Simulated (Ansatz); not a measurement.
C3H4F4 (`FCC(F)(F)CF`). Charge 0, multiplicity 1.

```xyz
11

F    -0.2919   -0.2118   -1.9599
C    -0.1438   -0.9837   -0.8350
C     0.4918   -0.1595    0.2633
F     1.7499    0.2028   -0.0962
F     0.5958   -0.9636    1.3524
C    -0.2469    1.1104    0.6258
F    -1.5369    0.8049    0.9803
H    -1.1246   -1.3314   -0.5046
H     0.5064   -1.8322   -1.0606
H     0.2589    1.5837    1.4708
H    -0.2587    1.7804   -0.2361
```

(1) What are the harmonic wavenumbers in cm⁻¹ at PBE0-D4/def2-TZVP (Ansatz, finite differences of forces, unscaled)? (Estimate.)

(2) Is this a minimum?

(3) Give the ideal-gas thermochemistry at 298.15 K and 1 bar (rigid rotor, harmonic oscillator; point group C2, symmetry number 2).

(4) Rotational constants (cm⁻¹)?

Answers

(1) Computed: 84, 145, 193, 249, 333, 408, 458, 550, 598, 817, 927, 1002, 1120, 1124, 1172, 1212, 1256, 1301, 1320, 1421, 1442, 1484, 1488, 3083, 3083, 3147, 3147.

(2) Yes, all 27 modes are real.

(3) Zero-point energy 194.8 kJ/mol; H(298) − E = 215.4 kJ/mol; entropy 341.4 J/(mol·K), of which translation 168.1, rotation 109.8, vibration 63.5; G(298) − E = 113.6 kJ/mol. Modes under 100 cm⁻¹ are hindered rotations or soft bends, so the harmonic entropy is rough.

(4) 0.09599, 0.0819, 0.06114.
